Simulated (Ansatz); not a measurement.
Harmonic frequencies (cm⁻¹) at PBE0-D4/def2-TZVP from Ansatz: 86, 154, 185, 350, 356, 466, 584, 730, 762, 804, 856, 882, 882, 945, 967, 2142, 2152, 2155, 2192, 2192, 3914.

Each molecule was computed in one conformer, which needn't be the lowest.

**Question.** Which molecule is it?
A. `O[SiH2][GeH3]`
B. `[SiH3][O][GeH3]`
C. `[OH][GeH2][SiH3]`
D. `F[SiH](Cl)C#[C][GeH3]`

**Answer.** A.
